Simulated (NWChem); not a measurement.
System: tert-butyl chloride (C₄H₉Cl); SMILES CC(C)(C)Cl

```xyz
14

C     -0.3057     1.4208    -0.8025
C      0.0000     0.0000    -0.3564
C      1.3833    -0.4456    -0.8025
C     -1.0776    -0.9751    -0.8025
Cl     0.0000     0.0000     1.4747
H     -0.3172     1.4709    -1.9037
H     -1.2873     1.7471    -0.4301
H      0.4556     2.1217    -0.4312
H      2.1567     0.2413    -0.4301
H      1.6096    -1.4554    -0.4312
H      1.4324    -0.4608    -1.9037
H     -1.1152    -1.0101    -1.9037
H     -2.0652    -0.6663    -0.4312
H     -0.8694    -1.9884    -0.4301
```
Atoms are numbered in this order, from 1.

Program: NWChem. Coordinates come from a PBE0/def2-SVP optimisation. Isolated, static molecule.

GIAO at LDA (Slater exchange, VWN5)/pcSseg-1: principal shieldings of C2 are 79.9, 79.9, 153.2 ppm; an isolated tetramethylsilane molecule has σ = 180.7 ppm at the same levels.

Question: Find the isotropic 13C shift, its principal values, the span and the skew.

Answer: 
1. σ(iso) = one third of the sum = 104.3 ppm.
2. δ = σ(reference) − σ = 76.4 ppm against tetramethylsilane.
3. δ11, δ22, δ33 = 100.8, 100.8, 27.5 ppm.
4. Span Ω = δ11 − δ33 = 73.3 ppm; skew κ = 3(δ22 − δ(iso))/Ω = 1.00.
